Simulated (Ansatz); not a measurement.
Mulliken charges of `[CH3][SnH]([F])[SeH]` from r2SCAN/def2-TZVPP in Ansatz (PBE0-D4/def2-TZVP geometry).

```json
{"atom": "C1", "x (Å)": "-0.183", "y (Å)": "0.559", "z (Å)": "-1.220", "charge (e)": "-0.475"}
{"atom": "Sn2", "x (Å)": "0.507", "y (Å)": "-0.701", "z (Å)": "0.342", "charge (e)": "0.980"}
{"atom": "F3", "x (Å)": "2.156", "y (Å)": "0.132", "z (Å)": "0.900", "charge (e)": "-0.496"}
{"atom": "Se4", "x (Å)": "-1.033", "y (Å)": "-0.732", "z (Å)": "2.330", "charge (e)": "-0.307"}
{"atom": "H5", "x (Å)": "-1.140", "y (Å)": "0.198", "z (Å)": "-1.595", "charge (e)": "0.112"}
{"atom": "H6", "x (Å)": "-0.299", "y (Å)": "1.569", "z (Å)": "-0.828", "charge (e)": "0.110"}
{"atom": "H7", "x (Å)": "0.552", "y (Å)": "0.566", "z (Å)": "-2.025", "charge (e)": "0.116"}
{"atom": "H8", "x (Å)": "0.947", "y (Å)": "-2.305", "z (Å)": "-0.023", "charge (e)": "-0.116"}
{"atom": "H9", "x (Å)": "-1.418", "y (Å)": "0.667", "z (Å)": "2.102", "charge (e)": "0.075"}
```

Problem. By hand: the dipole of these point charges (1 e Å = 4.8032 D).

Solution. Σ q r = (-0.481, -0.215, -0.591) e Å, of length 0.792 e Å = 3.80 D.

Problem. How does the dipole of the full density compare? (An estimate is asked.)

Solution. The calculation gave: (-0.426, -0.005, -0.481) e Å, 3.09 D; the point charges give 1.23 times that, at 15° from its direction.

Point charges leave out the atoms' own dipoles, such as those of lone pairs, and Mulliken's split depends on the basis, so the two needn't agree.
